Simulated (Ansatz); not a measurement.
`[CH3][SnH]([CH3])[CH3]` + `B[NH][GeH3]` → `B[N](C)[GeH3]` + `[CH3][SnH2][CH3]`  (substitution at a C–Sn bond)

Computed with Ansatz on PBE0-D4/def2-TZVP structures; ΔE is electronic, products minus reactants. CCSD(T)/CBS is the MP2 limit (def2-TZVPP, def2-QZVPP) plus CCSD(T) − MP2 in def2-TZVPP, frozen cores. Functionals use def2-TZVPP. HSE06 is defined as in plane-wave codes. def2 core potentials past Kr. For Ge, Sn outer-core shells are correlated without core-valence functions, which leaves a few kJ/mol of doubt a bond. Scalar relativity is left out up to krypton.

`[CH3][SnH]([CH3])[CH3]`:

```xyz
14

C     0.972   -0.749   -1.616
Sn    0.077    0.541   -0.154
C     0.995    0.210    1.756
C    -2.024    0.131   -0.023
H     0.514   -0.591   -2.593
H     2.041   -0.551   -1.694
H     0.830   -1.792   -1.328
H     0.310    2.179   -0.622
H     0.552    0.863    2.509
H     2.065    0.414    1.704
H     0.851   -0.827    2.064
H    -2.184   -0.906    0.274
H    -2.505    0.296   -0.989
H    -2.493    0.782    0.715
```

`B[NH][GeH3]`:

Cartesian coordinates in Å:
```
B -0.458 -1.407 0.585
N 0.476 -0.498 0.095
Ge 0.129 1.234 -0.465
H -1.608 -1.076 0.668
H -0.100 -2.503 0.915
H 1.438 -0.798 0.034
H 0.953 2.213 0.388
H -1.373 1.457 -0.280
H 0.543 1.379 -1.940
```

`B[N](C)[GeH3]`:

```xyz
12

B     1.198    1.132    0.192
N     0.274    0.113   -0.004
C     0.650   -1.204   -0.492
Ge   -1.539    0.346    0.344
H     0.825    2.196    0.597
H     2.356    0.926   -0.049
H     1.726   -1.238   -0.666
H     0.141   -1.441   -1.433
H     0.392   -1.986    0.230
H    -2.313    0.074   -0.959
H    -1.751    1.776    0.842
H    -1.960   -0.694    1.399
```

`[CH3][SnH2][CH3]`:

Z-matrix (Å, degrees):
```
C
Sn 1 2.142
H 1 1.091 2 110.0
H 1 1.090 2 110.4 3 120.1
H 1 1.090 2 110.0 3 -119.9
C 2 2.142 1 109.9 3 59.9
H 2 1.714 1 109.6 3 -179.6
H 2 1.715 1 109.6 3 -60.7
H 6 1.091 2 110.0 1 60.1
H 6 1.091 2 110.0 1 -59.8
H 6 1.090 2 110.4 1 -179.8
```

```tsv
level	ΔE (kcal/mol)	difference from CCSD(T)/CBS
r2SCAN-D4	13.4	-1.3
B97M-V	11.9	-2.8
HSE06-D4	13.0	-1.7
ωB97X-V	12.8	-1.9
PBE-QIDH	13.7	-1.0
r2SCANh	13.5	-1.2
HSE06	13.2	-1.5
LC-ωPBE	13.3	-1.4
RPA@PBE/def2-TZVPP	12.5	-2.2
HF/def2-SVP	10.6	-4.1
MP2/def2-SVP	10.7	-4.0
CCSD(T)/def2-SVP	9.4	-5.3
MP2/def2-TZVPP	14.7	0.0
SCS-MP2/def2-TZVPP	13.9	-0.8
HF/def2-QZVPP	13.3	-1.4
HF/CBS(def2)	13.3	-1.4
CCSD(T)/CBS	14.7	0
```

Largest T1 diagnostic among the species: 0.013.

Leaving LDA and LC-ωPBE aside and taking each functional with its dispersion term where it has one, the values, not all of them listed here, spread over 1.9 kcal/mol, from B97M-V to B2PLYP. LDA lies −2.8 kcal/mol from PBE without D4. At CCSD(T), def2-SVP lies −5.3 kcal/mol from the extrapolated value and def2-TZVPP −1.2 kcal/mol.
